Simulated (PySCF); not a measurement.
## Dipole response of Se⁻ (selenium, charge -1)

[Ar] 3d10 4s2 4p5, 2P determinant. Calculation: PySCF 2.14, in aug-cc-pV5Z-PP with ECP10MDF (8s7p6d4f3g2h, 136 functions); scalar relativity through the core potential. Coupled (time-dependent) response in atomic units; α is the mean over directions.

| method | mean α (bohr³) | α xx, yy, zz | C₆ (like pair) | S(−4) |
| --- | --- | --- | --- | --- |
| UHF | 61.27 | 48.47, 67.66, 67.66 | 716.7 | 1432 |

S(−4) is the Cauchy moment in α(ω) = α(0) + S(−4) ω² + …

Spin-orbit coupling is absent.

α(iu) at UHF:

```json
{"u (hartree)": "0", "α(iu) (bohr³)": "61.27"}
{"u (hartree)": "0.0500", "α(iu) (bohr³)": "57.99"}
{"u (hartree)": "0.100", "α(iu) (bohr³)": "50.71"}
{"u (hartree)": "0.200", "α(iu) (bohr³)": "36.09"}
{"u (hartree)": "0.300", "α(iu) (bohr³)": "25.93"}
{"u (hartree)": "0.500", "α(iu) (bohr³)": "14.86"}
{"u (hartree)": "0.750", "α(iu) (bohr³)": "8.626"}
{"u (hartree)": "1.00", "α(iu) (bohr³)": "5.605"}
{"u (hartree)": "1.50", "α(iu) (bohr³)": "2.925"}
{"u (hartree)": "2.00", "α(iu) (bohr³)": "1.816"}
{"u (hartree)": "3.00", "α(iu) (bohr³)": "0.9272"}
{"u (hartree)": "5.00", "α(iu) (bohr³)": "0.4002"}
```

For an ion, C₆ is the dispersion term alone; charge-induced terms of lower order in 1/R come first.

The components differ because the open shell of this determinant is not spherical; for a pure term their mean is the scalar polarisability.

Energies and moments cover only the electrons outside the core potential.
